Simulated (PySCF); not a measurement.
Spectra and structures to be paired. The calculation used TDDFT CAM-B3LYP/def2-SVPD, vertical, gas phase, core orbitals frozen in the response (PySCF 2.14.0, density-fitted response routines). Geometries: PBE0-D3(BJ)/def2-SVP; one conformer of each isolated species. Triplets are in the Tamm–Dancoff approximation. Relativistic effects are left out although some hold elements past zinc. Ions are computed without counter-ions or solvent.

A. `O[SiH]1N[SiH2]N1`
B. `C=CC(=O)CC(N)=O`
C. `CCO[Si@@](P)([PH3+])NC`
D. `[H]/N=C\C1=CC=C(C(C)C)[Se]1`

Lowest singlet levels (six at most, fewer where fewer were computed) with oscillator strengths:

1. 205 nm (f 0.029); 195 nm (f 0.046); 192 nm (f 0.049); 186 nm (f 0.054); 183 nm (f 0.126); 178 nm (f 0.198); T1 5.22 eV
2. 314 nm (f 0.001); 229 nm (f 0.052); 220 nm (f 0.032); 215 nm (f 0.001); 209 nm (f 0.253); 173 nm (f 0.000); T1 3.50 eV
3. 272 nm (f 0.243); 258 nm (f 0.003); 255 nm (f 0.109); 227 nm (f 0.000); 225 nm (f 0.000); 196 nm (f 0.002); T1 2.89 eV
4. 199 nm (f 0.028); 192 nm (f 0.000); 181 nm (f 0.002); 171 nm (f 0.006); 165 nm (f 0.001); 158 nm (f 0.067); T1 5.96 eV

Question: Which spectrum belongs to which structure?

Answer: 1 = C, 2 = B, 3 = D, 4 = A.
- A: S1 at 6.24 eV, HOMO→LUMO (95%); Löwdin shares by element: HOMO nitrogen 78%, silicon 12%; LUMO silicon 29% or more, hydrogen 23% or more, nitrogen 9% or more (atoms not listed hold the other 39%); HOMO -8.75 and LUMO 0.88 eV; point group Cs, 1 of its 6 listed states under f = 0.0005.
- B: S1 at 3.94 eV, HOMO-2→LUMO (73%), HOMO→LUMO (18%); Löwdin shares by element: HOMO oxygen 62% or more, carbon 19% or more, nitrogen 7%; LUMO carbon 65% or more, oxygen 18% or more (atoms not listed hold the other 17%); HOMO -8.95 and LUMO -1.21 eV.
- C: S1 at 6.03 eV, HOMO→LUMO (88%); Löwdin shares by element: HOMO nitrogen 44%, carbon 11% or more, phosphorus 10% or more, silicon 8% (atoms not listed hold the other 27%); LUMO phosphorus 53%, silicon 18%, hydrogen 16% or more; HOMO -12.61 and LUMO -3.59 eV.
- D: S1 at 4.56 eV, HOMO→LUMO (83%), HOMO-1→LUMO (13%); Löwdin shares by element: HOMO carbon 56% or more, nitrogen 13% (atoms not listed hold the other 31%); LUMO carbon 30% or more, nitrogen 15%, selenium 13% (atoms not listed hold the other 42%); HOMO -7.95 and LUMO -0.68 eV; point group Cs, 2 of its 6 listed states under f = 0.0005.
